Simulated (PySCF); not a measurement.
# `CO/C(F)=C(/F)[S-]`: 4 charge schemes on one density

C3H3F2OS (charge -1).
Geometry (GFN2-xTB, Å), atoms numbered from 1 in this order:
```xyz
10
C3H3F2OS angstrom
C      1.453   -0.203    0.332
O      0.588   -0.655   -0.700
C     -0.739   -0.504   -0.429
F     -1.340   -1.725   -0.117
C     -1.424    0.647   -0.315
F     -2.764    0.515    0.008
S     -0.814    2.199   -0.549
H      2.468   -0.348   -0.036
H      1.305   -0.778    1.254
H      1.277    0.858    0.529
```

Density: PBE0/pcSseg-1 (PySCF); schemes: Mulliken, IAO, Hirshfeld and ESP-fitted. The structure is a single GFN2-xTB conformer in the gas phase; no vibrational or solvent corrections. The pcSseg-1 basis has no diffuse functions, a weakness for an anion.

Question: Give the atomic charges in each scheme.

Answer: In e:

| atom | environment | Mulliken | IAO | Hirshfeld | ESP-fitted |
| --- | --- | --- | --- | --- | --- |
| C1 | methoxy carbon | -0.002 | -0.202 | -0.060 | +0.051 |
| O2 | ether oxygen | -0.489 | -0.358 | -0.156 | -0.383 |
| C3 | carbon bonded to C, F and O | +0.333 | +0.275 | +0.033 | +0.315 |
| F4 | vinyl fluorine | -0.346 | -0.331 | -0.176 | -0.260 |
| C5 | vinylic C–F carbon | +0.104 | +0.075 | -0.029 | -0.023 |
| F6 | vinyl fluorine | -0.329 | -0.321 | -0.159 | -0.187 |
| S7 | sulfur bonded to C | -0.518 | -0.527 | -0.513 | -0.627 |
| H8 | methyl hydrogen | +0.073 | +0.129 | +0.029 | +0.040 |
| H9 | methyl hydrogen | +0.065 | +0.112 | +0.021 | +0.039 |
| H10 | methyl hydrogen | +0.110 | +0.150 | +0.012 | +0.035 |

Mean size of the charges over all atoms: IAO 0.248 e, Mulliken 0.237 e, ESP-fitted 0.196 e, Hirshfeld 0.119 e. Each set sums to the total charge, -1, to within 0.001 e. The Hirshfeld scheme divides the density at each point in proportion to the densities of the neutral, spherically averaged free atoms.

Lowest charge. All schemes agree: Mulliken S7 (-0.518); IAO S7 (-0.527); Hirshfeld S7 (-0.513); ESP-fitted S7 (-0.627).

Highest charge. All schemes agree: Mulliken C3 (+0.333); IAO C3 (+0.275); Hirshfeld C3 (+0.033); ESP-fitted C3 (+0.315).

Question: How closely do the schemes follow one another over all atoms?

Answer: Correlation coefficient and root-mean-square difference: Mulliken with IAO 0.95, 0.083 e; Mulliken with ESP-fitted 0.95, 0.088 e; Hirshfeld with ESP-fitted 0.91, 0.129 e; IAO with ESP-fitted 0.90, 0.117 e; IAO with Hirshfeld 0.87, 0.148 e; Mulliken with Hirshfeld 0.83, 0.171 e.

Question: Sum the charges by element, for elements with more than one atom.

Answer: 
```csv
element,atoms,Mulliken,IAO,Hirshfeld,ESP-fitted
C,3,+0.435,+0.147,-0.056,+0.343
F,2,-0.675,-0.652,-0.336,-0.447
H,3,+0.248,+0.391,+0.061,+0.114
```
